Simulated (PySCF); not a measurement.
The isolated species `CS[BH2-][NH3+]` is ionised with synchrotron light (hν = 2500.0 eV). Calculated photoelectron kinetic energies of its computed core levels, recoil neglected:

| line | kinetic energy (eV) |
| --- | --- |
| 1 | 2305.32 |
| 2 | 2209.37 |
| 3 | 2091.91 |
| 4 | 24.43 |

Computed, not measured: PySCF 2.14.0, delta-SCF UKS SCAN, pcX-2 on the ionised atom, pcseg-1 elsewhere, spin-free X2C.

**Question.** Convert to binding energies and name the level and atom behind each line. Numbering: `[CH3:1][S:2][BH2-:3][NH3+:4]`.

**Answer.** Against the vacuum level, binding energy = hν − kinetic energy.

```tsv
line	binding energy (eV)	level	atoms	environment
1	194.68	B 1s	B3	four-coordinate boron
2	290.63	C 1s	C1	S-methyl carbon
3	408.09	N 1s	N4	nitrogen bonded to B and 3 H
4	2475.57	S 1s	S2	sulfur bonded to B and C
```

**Question.** Where does line 1 move with hν = 1253.6 eV?

**Answer.** To 1253.6 − 194.68 = 1058.92 eV; every photoline shifts by the change in photon energy, -1246.4 eV.

**Question.** Which photon energy gives electrons from N 1s of N4 a kinetic energy of 20 eV, and what is their de Broglie wavelength?

**Answer.** hν = 408.09 + 20 = 428.09 eV, recoil neglected; λ = 12.264 Å/√(E/eV) = 2.74 Å.

Other core shells, valence and Auger electrons aren't listed. Not every level is listed. One conformer (not necessarily the lowest) at the PBE0-D3(BJ)/def2-SVP geometry, without solvent, vibrations or thermal averaging.

Hardware: one thread, Arm Neoverse V1 (shared host). Cost: 27 s of wall time.

Conformer computed: `[CH3:1][S:2][BH2-:3][NH3+:4]`: C1–S2–B3–N4 81°.
